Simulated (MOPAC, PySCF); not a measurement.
Positional isomers: propene chloro+silyl. Gas-phase values, no solvent. One relaxed conformer stands for each flexible species; it need not be the lowest. Strings in code marks are SMILES.

Quantity: electronic energy of isomers of C3H7ClSi relative to `C/C(Cl)=C/[SiH3]`, in kcal/mol. Semi-empirical values (MOPAC) are differences of heats of formation.

Level 1: PBE-D3(BJ)/def2-TZVP // CAM-B3LYP-D3(BJ)/def2-TZVP (PySCF)
Level 2: PBE/6-31G* // CAM-B3LYP-D3(BJ)/def2-TZVP (PySCF)
Level 3: HF/3-21G // CAM-B3LYP-D3(BJ)/def2-TZVP (PySCF)
Level 4: PM6 // CAM-B3LYP-D3(BJ)/def2-TZVP (MOPAC)

```
species                                   level 1  level 2  level 3  level 4
----------------------------------------  -------  -------  -------  -------
`C/C([SiH3])=C\Cl`                           1.45     1.04      [?]     4.39
`C/C([SiH3])=C/Cl`                            [?]     3.04     4.03     5.26
`[SiH3]C/C=C\Cl` (Si–C–C–C torsion 96°)      2.91      [?]     4.24     6.66
`[SiH3]C/C=C/Cl` (Si–C–C–C torsion 109°)      [?]     4.41     5.25     6.86
`C/C(Cl)=C\[SiH3]`                            [?]     0.62     1.14    -1.24
```

### Question
Complete the blanks.

### Answer

- `C/C([SiH3])=C\Cl`, level 3: 2.68
- `C/C([SiH3])=C/Cl`, level 1: 3.25
- `[SiH3]C/C=C\Cl` (Si–C–C–C torsion 96°), level 2: 3.50
- `[SiH3]C/C=C/Cl` (Si–C–C–C torsion 109°), level 1: 4.48
- `C/C(Cl)=C\[SiH3]`, level 1: 0.58
